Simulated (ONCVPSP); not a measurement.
# neon (Ne): one change to an ONCV potential, before and after

| Property | Result |
| --- | --- |
| Element | neon |
| Generator | ONCVPSP 4.0.1 |
| Type | optimised norm-conserving Vanderbilt (ONCV) |
| Functional | PBE |
| Relativity | non-relativistic |
| Frozen core | [He] |
| Valence charge | 8 |
| Reference configuration | 2s2 2p5.5 (charge +0.5) |
| Partial waves | 2s: rc 0.50 bohr, ncon 3, nbas 8, qcut 10.9 1/bohr, local; 2p: rc 1.30 bohr, ncon 4, nbas 8, qcut 13.2 1/bohr, 2 projectors, debl 2.9 Ha; d scattering state at 0.06 Ha: rc 1.25 bohr, ncon 4, nbas 7, qcut 6.5 1/bohr, 1 projector |
| Local potential | the s channel |
| Core correction | Teter function, fcfact 5.5, rcfact 1.35 |

All-electron outer shells of the reference configuration (PBE, non-relativistic, ld1.x):

```json
{"shell": "1s", "level (eV)": "-840.24", "outermost node (bohr)": "–", "outermost maximum (bohr)": "0.10"}
{"shell": "2s", "level (eV)": "-45.45", "outermost node (bohr)": "0.22", "outermost maximum (bohr)": "0.68"}
{"shell": "2p", "level (eV)": "-22.33", "outermost node (bohr)": "–", "outermost maximum (bohr)": "0.61"}
```

Change: all radii but the core radius scaled by about 0.85 (s 0.42, p 1.10, d 1.06 bohr).

Cutoffs: the cutoffs (Ha) at which the residual kinetic energy of the hardest occupied pseudo-wave falls to 1 and 0.1 mHa per electron; they do not see the model core or the augmentation charge, which bear on the density cutoff. Errors are all-electron minus pseudo energies relative to the spin-unpolarised reference configuration.

Predict the effect on cutoff, ghosts and configuration errors.

The potential gets harder (102 Ha and 353 Ha → 1131 Ha and 1336 Ha); of the 4 tests that both files solve, the error grows in 0 and shrinks in 4 by more than 15 % and 0.3 meV (median size 70.5 → 41.6 meV); neither file shows a bound ghost. A smaller radius makes the pseudo-wave follow the all-electron one further in, where it bends more sharply, so more plane waves are needed. Less of the atom is replaced, so other configurations are described better.

```csv
quantity,base,changed
"cutoff, loose",102 Ha,1131 Ha
"cutoff, tight",353 Ha,1336 Ha
loose cutoff by channel,"s 102 Ha, p 52 Ha","s 1131 Ha, p 60 Ha"
bound ghosts,none,none
GHOST(+) flags under 300 eV,none,none
"error for 2s2 2p6, meV [ΔE -8.88 eV]",+4.1,+2.3
"error for 2s2 2p5, meV [ΔE 13.62 eV]",+8.4,+4.8
"error for 2s2 2p4, meV [ΔE 56.90 eV]",+133,+78
"error for 2s2 2p3, meV [ΔE 124.33 eV]",+582,+356
"rms error of d²Exc/dni dnj with the model core, mHa",2.04,1.93
```
